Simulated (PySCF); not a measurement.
Computed IR spectrum (relative IR intensity) of a molecule C2H7GeN. Geometry optimised at PBE-D3(BJ)/def2-SVP. Other conformers were not sampled. Computed with PySCF 2.14.0 with PBE-D3(BJ)/def2-SVP. Frequencies are harmonic and unscaled.

Lines under 2 % of the strongest are left out, and lines within 2 cm⁻¹ are merged.

ν (cm⁻¹): 163 (w), 175 (w), 439 (w), 498 (m), 560 (m), 578 (vs), 669 (m), 692 (w), 779 (s), 813 (m), 914 (w), 936 (m), 968 (w), 999 (w), 1365 (w), 1505 (w), 2072 (s), 2083 (vs), 3039 (w), 3066 (vw), 3130 (w), 3427 (w), 3522 (w) (against the strongest line: vs over 80 %, s over 45 %, m over 15 %, w over 4 %, vw less)

Which structure fits?
(A) C=[CH][GeH2][NH2]
(B) C[N](C)[GeH]
(C) C/C=[N]\[GeH3]
(D) C/N=[CH]\[GeH3]

A, C=[CH][GeH2][NH2]
